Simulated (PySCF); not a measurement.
Ionisation energy of Zr²⁺ by level of theory

Zr²⁺ [Kr] 4d2 (3F) → Zr³⁺ [Kr] 4d1 (2D), as a difference of total energies. Computed with PySCF 2.14 in aug-cc-pVTZ-PP with one added diffuse shell each of s, p, d, f, g type with ECP28MDF (7s7p6d4f3g, 113 functions), with scalar relativity through the core potential. Correlated levels: valence: 4s2 4p6 frozen. The calculations carry no spin-orbit coupling.

```csv
method,ionisation energy (eV)
UHF,22.402
LDA,23.338
PBE,23.365
PBE0,23.320
r2SCAN,23.282
BP86,23.400
wB97X,22.884
MN15,22.790
MP2 (valence),22.498
SCS-MP2 (valence),22.434
```

Q: How much does correlation contribute at MP2 (valence)?

A: 22.498 − (22.402) = 0.096 eV, measured against UHF.

The reference lies between the lowest fine-structure levels, while these numbers refer to the centres of the terms.

Errors of the correlated levels include the incompleteness of this basis and the frozen core.

For comparison: 23.170 eV (semi-empirical (NIST evaluation); NIST Atomic Spectra Database, ionization energies).
